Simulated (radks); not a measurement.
Results of a calculation; reference values are marked as such.
Q: Radial electron density D(r) = 4 pi r^2 rho(r) of an atom or ion with 37 electrons. Level of theory: Dirac Kohn-Sham, PBE, spin-unpolarised, spherical densities, finite nucleus; Fermi nuclear charge, rms radius of each element as measured or else 0.836 A^(1/3) + 0.57 fm (a radial shooting solver on a logarithmic mesh with Libxc functionals).

```
   r/bohr * D(r) (the largest magnitude, 55.5, reaches the edge; | marks zero)
 0.004497 |      *
 0.005235 |        *
 0.006094 |           *
 0.007095 |              *
 0.008194 |                 *
 0.009539 |                     *
   0.0111 |                         *
  0.01293 |                             *
  0.01493 |                                  *
  0.01738 |                                      *
  0.02023 |                                         *
  0.02356 |                                            *
  0.02742 |                                             *
  0.03167 |                                             *
  0.03687 |                                           *
  0.04292 |                                        *
  0.04997 |                                      *
  0.05771 |                                     *
  0.06718 |                                      *
  0.07821 |                                          *
  0.09105 |                                               *
    0.106 |                                                    *
   0.1224 |                                                      *
   0.1425 |                                                     *
   0.1659 |                                               *
   0.1931 |                                       *
    0.223 |                                 *
   0.2597 |                              *
   0.3023 |                                *
   0.3519 |                                    *
   0.4097 |                                      *
   0.4731 |                                    *
   0.5508 |                              *
   0.6412 |                     *
   0.7465 |             *
   0.8621 |         *
    1.004 |      *
    1.168 |      *
     1.36 |     *
    1.583 |     *
    1.829 |   *
    2.129 |  *
    2.478 | *
    2.885 |*
    3.332 |*
    3.879 *
    4.516 *
    5.257 *
     6.12 *
    7.068 *
    8.229 *
    9.579 *
    11.15 *
    12.88 *
    14.99 *
```

What is the nuclear charge?

A: Z = 37. The innermost maximum, from 1s, lies near gamma/Z bohr with gamma = sqrt(1 - (Z/c)^2) = 0.963, here 0.026 bohr (found: 0.0283), and its height grows with Z. The density is that of neutral rubidium in [Kr] 5s1; the configuration itself is not fixed sharply by these data, and Z only to a few units. D(r) has 3 maxima, at r = 0.0283, 0.125, 0.413 bohr, and minima at 0.0582, 0.264 bohr, inside which lie 2.07, 11.07 electrons.
